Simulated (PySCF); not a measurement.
**MGa for M along the chalcogens**

r²SCAN with triple-zeta basis sets in PySCF, for the lowest determinant that a PBE0 search found; no spin–orbit coupling. De refers to high-spin ground-configuration atoms. A positive dipole means M(−)Ga(+).

```csv
M,basis,state (unpaired electrons),Re (Å),ωe (cm⁻¹),De (eV),μ (D)
O,def2-TZVPP,doublet (σ ↑),1.696,775,4.52,3.58
S,def2-TZVPP,doublet (σ ↑),2.061,481,3.94,3.22
Se,x2c-TZVPPall,doublet (σ ↑),2.179,334,3.51,2.83
```

The shortest bond is that of GaO (1.696 Å), the longest that of GaSe (2.179 Å). GaO is bound most strongly (4.52 eV) and GaSe least (3.51 eV).

The rows differ in basis set, which adds steps of its own.

Relativity is treated differently too: O no relativity; S no relativity; Se spin-free X2C.

Down a group bonds as a rule get longer and wavenumbers fall, partly through the reduced mass; this series shows no clear exception.

Spin–orbit coupling is left out. States were picked by a PBE0 search and need not be the measured ground states.
